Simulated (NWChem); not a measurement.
# C2H7InO; SMILES C[O][InH][CH3]

```xyz
11

In    -0.3030     0.3490     0.0001
H     -2.0136     0.1044    -0.0003
C      1.0509     2.0117    -0.0002
H      0.8760     2.6514     0.8769
H      0.9112     2.6191    -0.9062
H      2.0796     1.6276     0.0261
O      0.7141    -1.3856     0.0009
C      0.1598    -2.6569    -0.0006
H      0.4830    -3.2346    -0.8900
H      0.4846    -3.2373     0.8864
H     -0.9516    -2.6732     0.0004
```
Atoms are numbered in this order, from 1.

Results from NWChem. The geometry was optimised at PBE0/def2-SVP (def2 core potentials past Kr). No frequency run checked for a minimum.

For level TPSS/3-21G, non-relativistic:

```yaml
highest occupied level (eV): -5.21
dipole (D): 1.18
```

Task: What are these values for level TPSS/STO-3G, non-relativistic?

Result: The highest occupied level (eV) is -2.08 and the dipole (D) is 0.60.
